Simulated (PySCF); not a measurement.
PbBr2, SMILES [Br][Pb][Br] (connectivity only; charge and spin as stated), neutral, multiplicity 1. Heavy atoms are numbered as in [Pb:1]([Br:2])[Br:3].

Geometry: B3LYP-D3(BJ)/def2-SVP. The isomer is the one that the SMILES or the coordinates give; other isomers of the formula were not compared. The def2 effective core potentials stand for the cores of Pb; spin–orbit coupling is left out.

Computed with CAM-B3LYP/def2-TZVPD (PySCF).

Mulliken values depend strongly on the basis, most of all with diffuse functions as here. ESP charges are fitted to the potential on shells at 1.4 to 2.0 van der Waals radii. Atomic charges (e), one atom of each kind:

```
atom  ESP fit  Mulliken
----  -------  --------
Pb1      0.60      0.77
Br2     -0.30     -0.39
```
